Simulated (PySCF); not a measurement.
Species: C5H6F2O2.
InChI=1S/C5H6F2O2/c6-3-5(1-8-3)2-9-4(5)7/h3-4H,1-2H2/t3-,4+,5-/m1/s1

The closed-shell ground state was solved at several levels (PySCF, density fitting, gas phase, non-relativistic). Geometry: PBE0-D3(BJ)/def2-SVP; no solvent, vibrations or thermal averaging.

```tsv
level	basis functions	HOMO (eV)	LUMO (eV)	gap (eV)	dipole (D)
B3LYP/pcJ-1	303	-8.23	0.84	9.07	2.55
PBE0/pcSseg-1	183	-8.49	1.15	9.64	2.56
B3LYP/pcSseg-1	183	-8.23	0.81	9.04	2.54
```

(1) Estimate the row for CAM-B3LYP/def2-SVPD, a basis of 240 functions; the other rows only guide the guess.

(2) Over all these levels, which gives the widest orbital gap and which the narrowest?

(3) How far do the dipole and the HOMO energy spread over the levels?

## Answers

(1) HOMO -10.11 eV, LUMO 1.06 eV, gap 11.17 eV, dipole 2.68 D.

(2) CAM-B3LYP/def2-SVPD (range-separated hybrid) has the widest, 11.17 eV, and B3LYP/pcSseg-1 (global hybrid, 20 % exact exchange) the narrowest, 9.04 eV. Functional and basis both differ between the two, so the spread mixes both effects.

(3) The dipole runs from 2.54 to 2.68 D (mean 2.58 D) and the HOMO from -10.11 to -8.23 eV.
